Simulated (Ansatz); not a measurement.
Conformers of H8N2OSSi2 (`N[SiH2]S[SiH](N)O`), each relaxed with PBE0-D4/def2-TZVP in Ansatz. CBS adds the triple-zeta coupled-cluster correction to the MP2 limit.

Not all of them had a frequency check.

Conformer A:

Cartesian coordinates in Å:
```
N -1.228 -1.503 0.739
Si -1.879 -0.112 -0.012
S -0.773 1.638 0.569
Si 1.138 1.101 -0.184
N 1.705 -0.276 0.664
O 1.164 0.608 -1.749
H -1.774 -2.348 0.791
H -0.242 -1.685 0.608
H -1.907 -0.131 -1.500
H -3.264 0.090 0.482
H 1.944 2.342 -0.040
H 2.577 -0.696 0.378
H 1.603 -0.288 1.667
H 0.935 1.259 -2.413
```

Conformer B:

Cartesian coordinates in Å:
```
N -1.516 0.963 1.289
Si -0.669 1.846 0.047
S -0.168 0.524 -1.526
Si 1.053 -0.899 -0.422
N 1.294 -2.318 -1.315
O 0.290 -1.238 0.974
H -2.429 0.598 1.055
H -1.542 1.384 2.208
H 0.515 2.415 0.740
H -1.457 2.939 -0.580
H 2.387 -0.284 -0.232
H 0.539 -2.937 -1.558
H 2.084 -2.413 -1.930
H -0.381 -0.581 1.251
```

**Question.** Which is lowest in electronic energy at CCSD(T)/CBS (frozen core, def2 sets), and by how much? (An estimate is asked.)

**Answer.** Computed: B; A lies 14.8 kJ/mol higher.

**Question.** Give the energies relative to B (kJ/mol) with r2SCAN-D4/def2-TZVPP, PBE0-D4/def2-TZVPP, B3LYP-D4/def2-TZVPP, ωB97X-V/def2-TZVPP, PBE/def2-TZVPP, CCSD(T)/def2-TZVPP, MP2/CBS(def2). (An estimate is asked.)

**Answer.** The calculation gave: 
```tsv
level	A
r2SCAN-D4/def2-TZVPP	16.4
PBE0-D4/def2-TZVPP	16.3
B3LYP-D4/def2-TZVPP	14.7
ωB97X-V/def2-TZVPP	13.8
PBE/def2-TZVPP	19.4
CCSD(T)/def2-TZVPP	14.5
MP2/CBS(def2)	15.0
```

B3LYP here is the variant with VWN-RPA as its local correlation; programs differ in this.
